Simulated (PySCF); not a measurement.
Problem. Give a PBE0-D3(BJ)/def2-SVP geometry of Cu(PH3)(SH) (`[PH3]->[Cu][SH]`). (Singlet state.)

Solution. 
```
atom  x, y, z in Å
Cu1    0.163    0.080   -0.922
P2     0.149    0.052    1.270
H3    -0.859    0.753    1.982
H4     1.272    0.569    1.967
H5     0.046   -1.183    1.962
S6     0.237    0.124   -3.069
H7    -1.008   -0.395   -3.190
```

Any rigid rotation of these coordinates is as good. Atoms count from 1 in this order. P2 (phosphorus bonded to Cu and 3 H) is distorted tetrahedral (angles from 97.6° to 120.0°). S6 (sulfur bonded to Cu and H) is bent (angle 92.8°).

Bonds between heavy atoms (Å): Cu1–P2 2.192, Cu1–S6 2.149.

Method used: PBE0-D3(BJ)/def2-SVP geometry optimisation, gas phase (PySCF).

PBE0-D3(BJ)/def2-SVP frequencies: not computed here.


Task: Write a Z-matrix for InChI=1S/C2Cl4F2/c3-1(4,5)2(6,7)8 as optimised with PBE0-D3(BJ)/def2-SVP.

Result: 
Z-matrix in Å and degrees, rows numbered from 1:
```
F 
C   1  1.3260
F   2  1.3264  1  108.40
Cl  2  1.7632  1  109.43  3  -119.11
C   2  1.5646  1  108.95  3   118.61
Cl  5  1.7708  2  107.48  1   -58.70
Cl  5  1.7631  2  109.28  1    60.57
Cl  5  1.7624  2  109.29  1  -178.06
```

Method used: PySCF 2.14.0, PBE0-D3(BJ)/def2-SVP geometry optimisation, gas phase.

Point group: Cs (every atom within 0.08 Å of its image). Not checked by PBE0-D3(BJ)/def2-SVP frequencies.


**Question.** Write Cartesian coordinates for InChI=1S/CBr2ClF/c2-1(3,4)5 as optimised with PBE0-D3(BJ)/def2-SVP.

**Answer.** 
```xyz
5
CBr2ClF angstrom
F     -0.0817    1.1832   -0.7339
C     -0.0357    0.0634   -0.0266
Cl    -1.5884   -0.1809    0.7647
Br     0.3460   -1.4072   -1.2310
Br     1.3762    0.2287    1.2938
```

Any rigid rotation of these coordinates is as good. Atoms count from 1 in this order. 

Bonds between heavy atoms (Å): F1–C2 1.325, C2–Cl3 1.760, C2–Br4 1.939, C2–Br5 1.940.

Computed with PBE0-D3(BJ)/def2-SVP geometry optimisation, gas phase in PySCF.

Point group: Cs (tolerance 0.08 Å). No PBE0-D3(BJ)/def2-SVP frequencies stand behind this structure, so it isn't proved a minimum.

Hardware: one thread, Arm Neoverse V1 (aarch64), shared host with 32 logical CPUs at a one-minute load of 9.4. Cost: 37 s wall, 0.47 GiB resident at most. This is the geometry optimisation.
